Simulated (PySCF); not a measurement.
H9N3Si3, SMILES N1[SiH2]N[SiH2]N[SiH2]1.

Geometry: B3LYP-D3(BJ)/def2-SVP.

Computed with B3LYP-D3(BJ)/def2-SVP in PySCF.

Frequencies are harmonic and unscaled.

Computed vibrational spectrum:
```json
[
 {"mode": "1", "ν (cm⁻¹)": "77", "IR (km/mol)": "1.0", "moving atoms (share of kinetic energy)": "N 47 %, H 35 %, Si 18 %"},
 {"mode": "2", "ν (cm⁻¹)": "123", "IR (km/mol)": "0.5", "moving atoms (share of kinetic energy)": "N 46 %, H 32 %, Si 22 %"},
 {"mode": "3", "ν (cm⁻¹)": "161", "IR (km/mol)": "3.5", "moving atoms (share of kinetic energy)": "H 44 %, Si 30 %, N 25 %"},
 {"mode": "4", "ν (cm⁻¹)": "247", "IR (km/mol)": "65.0", "moving atoms (share of kinetic energy)": "H 60 %, N 25 %, Si 14 %"},
 {"mode": "5", "ν (cm⁻¹)": "288", "IR (km/mol)": "18.3", "moving atoms (share of kinetic energy)": "H 58 %, Si 22 %, N 19 %"},
 {"mode": "6", "ν (cm⁻¹)": "313", "IR (km/mol)": "72.9", "moving atoms (share of kinetic energy)": "N 51 %, H 34 %, Si 15 %"},
 {"mode": "7", "ν (cm⁻¹)": "320", "IR (km/mol)": "10.1", "moving atoms (share of kinetic energy)": "Si 43 %, H 30 %, N 26 %"},
 {"mode": "8", "ν (cm⁻¹)": "407", "IR (km/mol)": "26.5", "moving atoms (share of kinetic energy)": "H 72 %, N 25 %"},
 {"mode": "9", "ν (cm⁻¹)": "492", "IR (km/mol)": "0.2", "moving atoms (share of kinetic energy)": "Si 51 %, H 36 %, N 14 %"},
 {"mode": "10", "ν (cm⁻¹)": "587", "IR (km/mol)": "3.4", "moving atoms (share of kinetic energy)": "H 45 %, Si 40 %, N 15 %"},
 {"mode": "11", "ν (cm⁻¹)": "612", "IR (km/mol)": "19.0", "moving atoms (share of kinetic energy)": "H 38 %, Si 37 %, N 26 %"},
 {"mode": "12", "ν (cm⁻¹)": "645", "IR (km/mol)": "11.0", "moving atoms (share of kinetic energy)": "H 77 %, Si 18 %"},
 {"mode": "13", "ν (cm⁻¹)": "662", "IR (km/mol)": "0.5", "moving atoms (share of kinetic energy)": "H 49 %, Si 26 %, N 25 %"},
 {"mode": "14", "ν (cm⁻¹)": "691", "IR (km/mol)": "24.3", "moving atoms (share of kinetic energy)": "H 71 %, N 20 %, Si 10 %"},
 {"mode": "15", "ν (cm⁻¹)": "701", "IR (km/mol)": "0.5", "moving atoms (share of kinetic energy)": "H 92 %"},
 {"mode": "16", "ν (cm⁻¹)": "745", "IR (km/mol)": "158.3", "moving atoms (share of kinetic energy)": "H 55 %, N 28 %, Si 17 %"},
 {"mode": "17", "ν (cm⁻¹)": "766", "IR (km/mol)": "20.0", "moving atoms (share of kinetic energy)": "H 52 %, N 43 %"},
 {"mode": "18", "ν (cm⁻¹)": "783", "IR (km/mol)": "0.1", "moving atoms (share of kinetic energy)": "H 70 %, Si 19 %, N 12 %"},
 {"mode": "19", "ν (cm⁻¹)": "814", "IR (km/mol)": "1.7", "moving atoms (share of kinetic energy)": "H 60 %, N 24 %, Si 16 %"},
 {"mode": "20", "ν (cm⁻¹)": "906", "IR (km/mol)": "109.8", "moving atoms (share of kinetic energy)": "H 43 %, N 42 %, Si 15 %"},
 {"mode": "21", "ν (cm⁻¹)": "921", "IR (km/mol)": "170.2", "moving atoms (share of kinetic energy)": "H 47 %, N 39 %, Si 15 %"},
 {"mode": "22", "ν (cm⁻¹)": "934", "IR (km/mol)": "0.0", "moving atoms (share of kinetic energy)": "H 58 %, N 33 %, Si 9 %"},
 {"mode": "23", "ν (cm⁻¹)": "964", "IR (km/mol)": "347.1", "moving atoms (share of kinetic energy)": "H 93 %"},
 {"mode": "24", "ν (cm⁻¹)": "974", "IR (km/mol)": "674.9", "moving atoms (share of kinetic energy)": "H 75 %, Si 18 %"},
 {"mode": "25", "ν (cm⁻¹)": "992", "IR (km/mol)": "398.4", "moving atoms (share of kinetic energy)": "H 65 %, Si 23 %, N 11 %"},
 {"mode": "26", "ν (cm⁻¹)": "1019", "IR (km/mol)": "1.4", "moving atoms (share of kinetic energy)": "H 88 %"},
 {"mode": "27", "ν (cm⁻¹)": "1021", "IR (km/mol)": "42.3", "moving atoms (share of kinetic energy)": "H 94 %"},
 {"mode": "28", "ν (cm⁻¹)": "1142", "IR (km/mol)": "80.6", "moving atoms (share of kinetic energy)": "H 67 %, N 31 %"},
 {"mode": "29", "ν (cm⁻¹)": "1166", "IR (km/mol)": "220.2", "moving atoms (share of kinetic energy)": "H 63 %, N 32 %"},
 {"mode": "30", "ν (cm⁻¹)": "1199", "IR (km/mol)": "201.8", "moving atoms (share of kinetic energy)": "H 67 %, N 30 %"},
 {"mode": "31", "ν (cm⁻¹)": "2179", "IR (km/mol)": "0.8", "moving atoms (share of kinetic energy)": "H 96 %"},
 {"mode": "32", "ν (cm⁻¹)": "2183", "IR (km/mol)": "368.1", "moving atoms (share of kinetic energy)": "H 96 %"},
 {"mode": "33", "ν (cm⁻¹)": "2199", "IR (km/mol)": "266.0", "moving atoms (share of kinetic energy)": "H 98 %"},
 {"mode": "34", "ν (cm⁻¹)": "2205", "IR (km/mol)": "157.6", "moving atoms (share of kinetic energy)": "H 98 %"},
 {"mode": "35", "ν (cm⁻¹)": "2223", "IR (km/mol)": "182.4", "moving atoms (share of kinetic energy)": "H 96 %"},
 {"mode": "36", "ν (cm⁻¹)": "2230", "IR (km/mol)": "103.2", "moving atoms (share of kinetic energy)": "H 98 %"},
 {"mode": "37", "ν (cm⁻¹)": "3589", "IR (km/mol)": "28.3", "moving atoms (share of kinetic energy)": "H 93 %"},
 {"mode": "38", "ν (cm⁻¹)": "3599", "IR (km/mol)": "52.6", "moving atoms (share of kinetic energy)": "H 93 %"},
 {"mode": "39", "ν (cm⁻¹)": "3599", "IR (km/mol)": "28.1", "moving atoms (share of kinetic energy)": "H 93 %"}
]
```
